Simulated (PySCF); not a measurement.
**Distorted geometries of [Dy(NH3)2]3+**

[Dy(NH3)2]3+ (singlet in the valence; each metal's 4f electrons, 9 of them, lie in its core potential, out of spins and levels). PySCF 2.14.0, RKS B3LYP, Dy lcecp-1-SVP with ECP55, N def2-SVP, H def2-SVP; non-relativistic Hamiltonian with scalar-relativistic core potentials where named; density fitting; no spin-orbit coupling. Relaxed geometry:

```xyz
9

Dy   -0.1796    1.1623   -0.0004
N     0.0236   -0.1847    1.9424
H     0.9105   -0.0645    2.4805
H    -0.7052   -0.0210    2.6723
H    -0.0204   -1.2171    1.8034
N     0.0361   -0.1822   -1.9427
H     0.9031   -0.7591   -2.0111
H    -0.7189   -0.8847   -2.1019
H     0.0445    0.3479   -2.8424
```

Problem. Order these distorted geometries by energy above the relaxed one, lowest first.
A.
```xyz
9

Dy   -0.1976    1.1800    0.0053
N    -0.0107   -0.1605    1.9455
H     0.8788   -0.0143    2.4569
H    -0.6898   -0.0301    2.6328
H    -0.0088   -1.2541    1.8167
N     0.0632   -0.2023   -1.9304
H     0.9370   -0.7802   -2.0331
H    -0.7561   -0.8608   -2.0843
H     0.0776    0.3192   -2.8094
```
B.
```xyz
9

Dy   -0.2018    1.1743   -0.0078
N     0.0386   -0.1639    1.9683
H     0.8826   -0.0651    2.4183
H    -0.7136    0.0026    2.6596
H    -0.0411   -1.1948    1.8050
N     0.1039   -0.1741   -1.8935
H     0.9079   -0.7908   -2.0060
H    -0.7110   -0.9568   -2.1051
H     0.0280    0.3655   -2.8387
```
C.
```xyz
9

Dy   -0.2752    1.1203    0.0707
N    -0.0132   -0.2236    1.9196
H     0.9742   -0.0384    2.5323
H    -0.7523    0.0069    2.6403
H    -0.0035   -1.2427    1.7936
N     0.0154   -0.1371   -2.0090
H     1.0488   -0.7086   -2.0898
H    -0.7689   -0.9377   -2.0659
H     0.0683    0.3576   -2.7918
```

Solution. A (0.21 eV), B (0.42 eV), C (1.12 eV).

Problem. Which forces (eV/Å) act in the one that lies 1.12 eV up?

Solution. 
```
Dy   0.07  0.14 -1.04
N    2.51  1.49  2.14
H   -2.71 -0.61 -1.61
H    0.39 -0.56 -0.17
H   -0.16 -0.62  0.18
N    1.50 -6.20  6.24
H   -3.16  1.35  0.33
H    1.92  1.78 -0.56
H   -0.36  3.23 -5.51
```
Forces carry noise of the integration grid, about 0.01 to 0.03 eV/Å.

An lcecp potential fixes the number of 4f electrons, so in runs with it no electron can move into or out of that shell.
